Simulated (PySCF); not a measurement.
Molfile (atoms numbered from 1):
```
C5H10OSi3
     RDKit          3D

 19 18  0  0  0  0  0  0  0  0999 V2000
   -0.9363    1.4281   -2.6338 C   0  0  0  0  0  0  0  0  0  0  0  0
   -0.6883    1.0222   -1.5295 C   0  0  0  0  0  0  0  0  0  0  0  0
   -0.2903    0.3480    0.1609 Si  0  0  0  0  0  4  0  0  0  0  0  0
   -0.0494    1.8680    1.2084 C   0  0  0  0  0  0  0  0  0  0  0  0
    0.1542    2.8334    1.8957 C   0  0  0  0  0  0  0  0  0  0  0  0
   -1.6457   -0.3638    0.7327 O   0  0  0  0  0  0  0  0  0  0  0  0
   -2.9702   -1.2747    0.8621 Si  0  0  0  0  0  4  0  0  0  0  0  0
    1.4065   -1.2187    0.2484 Si  0  0  0  0  0  4  0  0  0  0  0  0
    2.9993   -0.4796   -0.4742 C   0  0  0  0  0  0  0  0  0  0  0  0
   -1.1601    1.7936   -3.5954 H   0  0  0  0  0  0  0  0  0  0  0  0
    0.3163    3.6846    2.4935 H   0  0  0  0  0  0  0  0  0  0  0  0
   -3.7698   -1.0864   -0.3469 H   0  0  0  0  0  0  0  0  0  0  0  0
   -2.5150   -2.6610    0.9905 H   0  0  0  0  0  0  0  0  0  0  0  0
   -3.6468   -0.7971    2.0641 H   0  0  0  0  0  0  0  0  0  0  0  0
    1.6979   -1.6617    1.6242 H   0  0  0  0  0  0  0  0  0  0  0  0
    1.0939   -2.4458   -0.5078 H   0  0  0  0  0  0  0  0  0  0  0  0
    3.3207    0.3942    0.0862 H   0  0  0  0  0  0  0  0  0  0  0  0
    2.8638   -0.1722   -1.5075 H   0  0  0  0  0  0  0  0  0  0  0  0
    3.8095   -1.2019   -0.4497 H   0  0  0  0  0  0  0  0  0  0  0  0
  1  2  3  0
  2  3  1  0
  3  4  1  0
  4  5  3  0
  3  6  1  0
  6  7  1  0
  3  8  1  0
  8  9  1  0
  1 10  1  0
  5 11  1  0
  7 12  1  0
  7 13  1  0
  7 14  1  0
  8 15  1  0
  8 16  1  0
  9 17  1  0
  9 18  1  0
  9 19  1  0
M  END
```

Level of theory: geometry from GFN2-xTB, shieldings: GIAO PBE0/pcSseg-1, in PySCF (non-relativistic, fast rotation and ring inversion assumed for equivalent nuclei, isolated molecule, one computed conformer).

**Question.** Predict the 2D correlation tables (HSQC, COSY, HMBC).

**Answer.** 

HSQC (one-bond C–H):
```csv
δH,δC
2.09 (H10/H11),101.8 (C1/C5)
0.18 (H17/H18/H19),-11.4 (C9)
```

COSY cross peaks (H two or three bonds apart, from the bond graph; peaks can be absent where the dihedral angle is near 90°):
```csv
δH,δH
4.03 (H15/H16),0.18 (H17/H18/H19)
```

HMBC (two and three bonds, from the bond graph):
```csv
δH,δC
4.03 (H15/H16),"90.7 (C2/C4), -11.4 (C9)"
2.09 (H10/H11),90.7 (C2/C4)
```

References, each an isolated molecule treated in the same way: $^{1}$H (σref 31.72) and $^{13}$C (σref 186.93) against TMS.

Shifts are as computed. Against solution values, carbons near 30 ppm lie about +3 ppm off and those near 130 ppm about +5 ppm. Of 1211 compounds with measured shifts, 218 miss one by over three times the rms of a fit or turn the order of signals round; such compounds aren't used in these exercises.
